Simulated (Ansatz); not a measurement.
Ansatz (a quantum-chemistry and plane-wave program) input:

Ansatz 0.2 input:
```yaml
crystal:
  periodic: [false, false, false]
  atoms:
    - {symbol: C, position_ang: [-0.30641260, -1.52664441, -1.50512838]}
    - {symbol: Sn, position_ang: [0.00000000, 0.00000000, -0.00000000]}
    - {symbol: C, position_ang: [-0.09596537, 1.95561217, -0.92537287]}
    - {symbol: C, position_ang: [-1.54082216, -0.15885610, 1.51346460]}
    - {symbol: C, position_ang: [1.94320013, -0.27011166, 0.91703665]}
    - {symbol: H, position_ang: [-1.28195615, -1.40164953, -1.97470580]}
    - {symbol: H, position_ang: [-0.26040902, -2.51665554, -1.05172620]}
    - {symbol: H, position_ang: [0.46341123, -1.45738449, -2.27349433]}
    - {symbol: H, position_ang: [0.05688731, 2.73362630, -0.17761491]}
    - {symbol: H, position_ang: [-1.07008616, 2.10414948, -1.39103075]}
    - {symbol: H, position_ang: [0.67528122, 2.04841452, -1.68981928]}
    - {symbol: H, position_ang: [-2.52471116, -0.02461404, 1.06429492]}
    - {symbol: H, position_ang: [-1.50316403, -1.13962004, 1.98727452]}
    - {symbol: H, position_ang: [-1.39773769, 0.60486278, 2.27771077]}
    - {symbol: H, position_ang: [2.00441262, -1.25162778, 1.38681431]}
    - {symbol: H, position_ang: [2.72823287, -0.19235673, 0.16504619]}
    - {symbol: H, position_ang: [2.10983896, 0.49285505, 1.67725056]}
basis:
  gaussian:
    orbitals: def2-SVPD
magnetization: {spin_polarized: false}
correlation: {method: ccsd_t, electrons: outside_noble_gas}
output: {forces: true}
```

**Question.** What final total energy does it print?

**Answer.** -372.49935 Eh (CCSD(T)/def2-SVPD). The basis has 208 functions.
